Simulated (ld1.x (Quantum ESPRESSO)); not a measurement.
**Pseudopotential generation for Au (Z = 79): TM, PBE, scalar-relativistic.**

ld1.x (Quantum ESPRESSO) 7.5 input, shortened:

```
&input
   title='Au', zed=79., rel=1, dft='PBE', iswitch=3,
   config='[Xe] 4f14 5d9 6s2 6p0'
 /
 &inputp
   pseudotype=2, tm=.true., lloc=-1, rcloc=1.05,
   nlcc=.false.
 /
3
6S  1  0   2.00   0.00  1.65  1.65  0.0
5P  2  1   6.00   0.00  1.15  1.15  0.0
5D  3  2   9.00   0.00  1.40  1.40  0.0
 &test
   configts(1)='5p6 5d9 6s2 6p0'
 /
```

(1) Estimate the cutoffs (Ry, on a coarse ladder) from which the occupation-weighted sum of valence levels, in a spherical-Bessel basis at the reference potential, stays within 10 and 1 mRy of its value at 400 Ry.

(2) Does the potential have ghost states?

(3) Which valence shell sets the plane-wave cutoff?

(4) Tests: 5p6 5d10 6s1 6p0; 5p6 5d10 6s0 6p0; 5p6 5d9 6s0 6p0; 5p5 5d10 6s1 6p0; 5p6 5d9 6s1 6p0; 5p6 5d7 6s0 6p0; 5p6 5d10 6s0 6p1. Which has the largest error in its energy relative to the reference configuration, and how large is it?

Answers

(1) 140 Ry and 230 Ry.

(2) Ghost states, extra bound levels that the all-electron valence spectrum of the same l lacks: s at -236.3 eV, s at -13.2 eV. A true bound ghost makes a file unfit for plane-wave use.

(3) 5p: its level needs 140 Ry to come within 1 mRy, against 55 Ry for 6s.

(4) 5p5 5d10 6s1 6p0, with -111 meV (all-electron minus pseudo) on +64.41 eV.
